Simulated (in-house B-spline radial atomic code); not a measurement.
## Ionising Bi8+ with different functionals

Computed with a radial B-spline atomic code at the basis-set limit: four-component Dirac-Coulomb Hamiltonian, Fermi nucleus of rms radius 5.5211 fm, spin-restricted, spherical fractional occupations for the functionals, and exact exchange of hybrids averaged over the configuration. The ionisation energy is the difference of two self-consistent energies, [Xe] 4f14 5d7 → [Xe] 4f14 5d6, without Breit or QED terms; ε is the level of the shell that loses the electron (mean over j). The electron is taken from both j subshells in proportion to 2j + 1, so the result is a j average, not the step between ground levels.

| method | rung | ΔSCF (eV) | -ε(5d) (eV) |
| --- | --- | --- | --- |
| BHandHLYP | global hybrid | 145.05 | 140.64 |
| B3LYP | global hybrid | 145.17 | 137.57 |
| HSE06 | range-separated hybrid | 145.15 | 137.67 |
| CAM-B3LYP | range-separated hybrid | 145.11 | 139.52 |

Q: Among the functionals, which spreads more, the ΔSCF values or the orbital energies?

A: The orbital energies: ΔSCF values span about 0.13 eV and the orbital energies 3.07 eV; here energy differences depend much less on the functional than eigenvalues do.

Q: How do they compare with the NIST value?

A: NIST lists 143 eV ± 2.2 (tabulated theory, ground level to ground level). Errors run from +2.05 to +2.17 eV; all lie within about twice that uncertainty, so the table can't rank the methods.
